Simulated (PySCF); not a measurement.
Unknown compound

Molecular formula: C₇H₁₂NP. Simulated spectra:

1H NMR (400 MHz, computed): δ 9.11 (m, 1H), 6.82 (m, 1H), 6.13 (m, 1H), 6.11 (m, 1H), 1.71 (m, 3H), 1.64 (m, 3H), 1.36 (m, 1H), -0.70 (br s, 1H).

13C{1H} NMR (computed): δ 186.8, 168.6, 136.6, 134.6, 43.2, 22.0, 19.8.

- shieldings: GIAO PBE0/pcSseg-1
- geometry from GFN2-xTB
- program: PySCF 2.14.0 with density-fitted response routines
- one averaged value for each set of equivalent atoms, isolated molecule, single conformer, relativity neglected

Chemical shifts δ = σref − σ; 1H (31.72 ppm) and 13C (186.93 ppm) vs TMS, all at this level.

Propose a structure and justify it.

## Answers


1. 7 carbon signals for 7 carbons: no two carbons are equivalent.
2. Carbon types of the structure: 1 × C, 3 × CH, 1 × CH2, 2 × CH3, leaving 1 H on heteroatoms.
3. δC 186.8: fully substituted alkene carbon.
4. δC 168.6, 134.6: alkene CH.
5. δC 136.6: terminal =CH2 carbon; the olefinic region.
6. δC 22.0, 19.8: methyl carbon; a saturated carbon with 1 carbon neighbour and no heteroatom attached.
7. δH 9.11, 6.82: hydrogen on an alkene CH.
8. δH 6.13, 6.11: hydrogen on a terminal =CH2 carbon; a vinylic proton, deshielded by the sp2 carbon and the C=C anisotropy.
9. δH -0.70: hydrogen on a nitrogen bonded to P; exchangeable; this is the value without hydrogen bonding to other molecules.

The compound is `C=CC1=C[P@]1(=N)C(C)C`.

This is the structure that produced the data.

OH and NH positions are those of a molecule without intermolecular hydrogen bonds; in solution they move with solvent, concentration and temperature, and exchange usually removes their couplings. Splittings by 31P in the carbon and heteronuclear signals aren't shown, as no couplings were computed. Shifts are as computed. Against solution values, carbons near 30 ppm lie about +3 ppm off and those near 130 ppm about +5 ppm. Of 1211 compounds with measured shifts, 218 miss one by over three times the rms of a fit or turn the order of signals round; such compounds aren't used in these exercises. No couplings were computed; multiplicities are counted from neighbouring protons, with m where these are inequivalent, close in shift, in a saturated or five-membered ring or joined by F or P, and br s for small geminal =CH2 splittings.
